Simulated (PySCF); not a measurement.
BH₄O₃, SMILES OB(O)[OH2+], charge +1. Geometry optimised at PBE-D3(BJ)/def2-SVP. The isomer is the one that the SMILES or the coordinates give; other isomers of the formula were not compared. Other conformers were not sampled.

These are PySCF 2.14.0 with PBE-D3(BJ)/def2-SVP values and carry that method's errors.

Harmonic wavenumbers (cm⁻¹): 201, 342, 374, 394, 426, 533, 589, 680, 766, 856, 928, 1206, 1547, 1673, 3567, 3676, 3728, 3778. Rotational constants (GHz): 9.668, 8.745, 4.605; symmetry number 1.

Problem. Work out the zero-point energy and the ideal-gas rigid-rotor harmonic-oscillator thermochemistry at 298.15 K and 1 atm.

Solution. ZPE = ½ Σ hcν = ½ × 25262 cm⁻¹ = 36.11 kcal/mol. H − E(el) = 40.10 kcal/mol. Entropy in cal/(mol K): translation 38.33, rotation 24.23, vibration 8.22, total 70.78. G − E(el) = 19.00 kcal/mol. Cp = 20.94 cal/(mol K).
